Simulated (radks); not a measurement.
The numbers below are computed, except where a source is named.
The mean radii <r> (bohr) of the occupied orbitals of an atom or ion are listed with their occupations. Code: a radial shooting solver on a logarithmic mesh with Libxc functionals. Model: scalar-relativistic Kohn-Sham, r2SCAN, spin-polarised, spherical densities, finite nucleus; meta-GGA in the generalised Kohn-Sham scheme; Fermi nuclear charge, rms radius of each element as measured or else 0.836 A^(1/3) + 0.57 fm.

| orbital | occ. | <r> |
|---|---|---|
| 1s up | 1 | 0.01715 |
| 1s down | 1 | 0.01715 |
| 2s up | 1 | 0.07234 |
| 2s down | 1 | 0.07234 |
| 2p up | 3 | 0.06523 |
| 2p down | 3 | 0.06523 |
| 3s up | 1 | 0.1869 |
| 3s down | 1 | 0.1869 |
| 3p up | 3 | 0.1880 |
| 3p down | 3 | 0.1880 |
| 3d up | 5 | 0.1705 |
| 3d down | 5 | 0.1705 |
| 4s up | 1 | 0.4150 |
| 4s down | 1 | 0.4151 |
| 4p up | 3 | 0.4415 |
| 4p down | 3 | 0.4415 |
| 4d up | 5 | 0.4680 |
| 4d down | 5 | 0.4677 |
| 5s up | 1 | 0.9487 |
| 5s down | 1 | 0.9436 |
| 4f up | 7 | 0.5153 |
| 4f down | 7 | 0.5125 |
| 5p up | 3 | 1.082 |
| 5p down | 2 | 1.078 |
| 5d up | 5 | 1.410 |
| 5d down | 2 | 1.427 |
| 5f up | 1 | 3.647 |

Name the element and its charge. Open shells, if any, are filled with parallel spins first.

Answer. Z = 78, platinum, charge +3: Pt3+ in [Kr] 4d10 4f14 5s2 5p5 5d7 5f1. The 1s radius gives Z: for a bare nucleus <r> = (2 gamma + 1)/(2Z) with gamma = sqrt(1 - (Z/c)^2), 0.01695 bohr for Z = 78, and screening makes it slightly larger (0.01715 here). The occupations add up to 75, and the charge is Z minus that.
